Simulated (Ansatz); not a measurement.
Calculated with Ansatz (gas phase, PBE0-D4/def2-TZVP geometries, no zero-point term in ΔE). CBS: MP2 limit from def2 TZ/QZ plus the TZ coupled-cluster correction, frozen cores. This one scheme is used for every species. Functionals use def2-TZVPP. Elements past krypton have def2 core potentials. For Te outer-core shells are correlated without core-valence functions, which leaves a few kJ/mol of doubt a bond. Each species was taken in one conformer, which may not be the lowest.

Reaction (redistribution): `NP[TeH]` + `N[SiH](O)F` → `P[TeH]` + `N[Si](N)(O)F`

```
         level  ΔE (eV)
   LDA (SPW92)    -0.86
       ωB97M-V    -0.93
          PBE0    -0.89
       r2SCANh    -0.93
       r2SCAN0    -0.95
     CAM-B3LYP    -0.92
MP2/def2-TZVPP    -0.94
CCSD/CBS(def2)    -0.96
```

What does CCSD(T)/CBS give? (Best estimate.)

The calculation gave: -0.94 eV. The listed levels differ from it by 0.08, 0.01, 0.05, 0.01, -0.01, 0.02, 0.00, -0.02 eV.

Largest T1 diagnostic among the species: 0.012.

From r2SCAN to r2SCAN0 (25 % exact exchange), in def2-TZVPP and without D4, ΔE moves by −0.05 eV. Leaving LDA and LC-ωPBE aside and taking each functional with its dispersion term where it has one, the values, not all of them listed here, spread over 0.16 eV, from B97M-V to PBE-D4. LDA lies −0.06 eV from PBE without D4.
